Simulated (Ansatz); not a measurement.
In9P10H28⁺, a nanocrystal cut from zinc blende InP (hydrogen-capped). Total charge 1; triplet. Geometry PBE-D4/def2-SVP, that of the charge +1 singlet.

```xyz
47

P     4.2157    0.7046   -0.5892
P     2.3662   -2.7018   -2.3892
P     2.3593    2.6526    2.4518
P     0.4908   -0.6394    0.7099
P    -1.4426    1.2968    3.8545
P    -1.0918    3.0309   -0.0236
P    -3.2009   -1.9410    2.1461
P     0.6793    1.1747   -2.9238
P    -2.7634   -0.0604   -1.6524
P    -1.2429   -3.9970   -1.0500
In    4.8065    2.4779    1.3465
In    1.9695   -0.3379   -1.3810
In    0.8176   -4.8975   -2.5276
In    0.8407    3.5463   -1.7581
In    0.0517    1.6741    1.7606
In   -1.7610   -1.6746   -0.0023
In   -3.4101   -0.4608    4.3832
In   -3.5189    1.9812   -0.1456
In   -1.2730   -0.3736   -3.8178
H     4.7482    1.2232   -1.8135
H     5.1114   -0.4058   -0.4601
H     3.6523   -3.0987   -1.8986
H     2.7733   -2.3883   -3.7261
H     2.4818    2.3529    3.8471
H     2.0585    4.0457    2.5935
H     1.1450   -1.4928    1.6556
H    -0.5305    1.2859    4.9589
H    -1.9772    2.6069    4.0765
H    -1.2467    4.2414    0.7342
H    -3.0302   -3.3095    2.5338
H    -4.5200   -2.0716    1.6036
H     1.6409    1.2153   -3.9902
H    -3.9692   -0.7940   -1.9196
H    -1.4747   -4.9358    0.0068
H    -2.4398   -4.2616   -1.7907
H     5.6838    1.5283    2.4910
H     5.0046    3.9688    0.5127
H     1.6096   -5.9996   -1.4597
H     0.2194   -4.8978   -4.1399
H     2.2861    3.3804   -0.7694
H     0.3726    4.7997   -2.8455
H    -4.8586    0.4402    4.1654
H    -2.7088   -1.4783    5.5894
H    -3.6838    1.2342    1.4389
H    -4.5972    3.0162   -1.0051
H    -0.6084   -1.9858   -3.5834
H    -2.0351    0.3253   -5.1976
```

In the def2 sets In takes a core potential; there is no spin–orbit coupling. Single mean-field runs in def2-SVP are fitted with def2-universal-jkfit. At PBE-D4/def2-SVP the gap within one spin of the charge 1 triplet nearly closes, so an electron or hole may be smeared out by delocalisation error. At PBE0-D4/def2-SVP a singlet of charge 1 lies 4.18 eV below the triplet at the same geometry.

Estimate the α-spin orbital energies around the gap (eV) in Ansatz with PBE-D4/def2-SVP, PBE0-D4/def2-SVP.


| orbital | PBE-D4/def2-SVP | PBE0-D4/def2-SVP |
| --- | --- | --- |
| HOMO−5 | -8.94 | -9.92 |
| HOMO−4 | -8.88 | -9.89 |
| HOMO−3 | -8.76 | -9.71 |
| HOMO−2 | -8.74 | -9.71 |
| HOMO−1 | -8.62 | -9.58 |
| HOMO | -5.06 | -5.45 |
| LUMO | -5.04 | -4.38 |
| LUMO+1 | -4.95 | -4.27 |
| LUMO+2 | -4.38 | -3.71 |
| LUMO+3 | -4.18 | -3.49 |
| LUMO+4 | -4.15 | -3.43 |
| LUMO+5 | -4.15 | -3.38 |
| β HOMO | -8.58 | -9.48 |
| β LUMO | -8.58 | -8.49 |
